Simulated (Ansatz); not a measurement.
C₄H₇B⁺, that is BMe2(CCH) with one electron fewer. Total charge 1; doublet. Geometry PBE0-D4/def2-SVP, that of the neutral singlet; atoms count from 1.

```xyz
12

B     0.047    0.037   -0.034
C    -0.287    0.576   -1.470
H    -0.002   -0.239   -2.165
H     0.311    1.453   -1.759
H    -1.355    0.769   -1.644
C     1.432    0.321    0.650
H     1.283    1.242    1.248
H     2.237    0.544   -0.066
H     1.755   -0.456    1.357
C    -1.004   -0.786    0.719
C    -1.840   -1.442    1.318
H    -2.577   -2.020    1.846
```

(1) Estimate the Mulliken populations from the PBE0/def2-TZVP orbitals of Ansatz.

(2) Where does the spin sit?

(3) And the Mayer bond orders between heavy atoms (over 0.3)?

Results:

(1) 
| atom | charge (e) | spin (α − β) |
| --- | --- | --- |
| B1 | 0.19 | 0.04 |
| C2 | -0.39 | 0.13 |
| H3 | 0.21 | 0.00 |
| H4 | 0.20 | 0.00 |
| H5 | 0.19 | 0.00 |
| C6 | -0.39 | 0.13 |
| H7 | 0.21 | 0.00 |
| H8 | 0.20 | 0.00 |
| H9 | 0.19 | 0.00 |
| C10 | 0.13 | 0.17 |
| C11 | 0.00 | 0.53 |
| H12 | 0.27 | -0.02 |
Mulliken values depend strongly on the basis.

(2) Summed by element: B 0.04, C 0.97, H -0.01, of 1 unpaired in all. Largest on single atoms: C11 0.53, C10 0.17, C2 0.13.

(3) B1–C2 1.00 (1.57 Å); B1–C6 1.00 (1.57 Å); B1–C10 1.12 (1.53 Å); C10–C11 2.36 (1.22 Å).
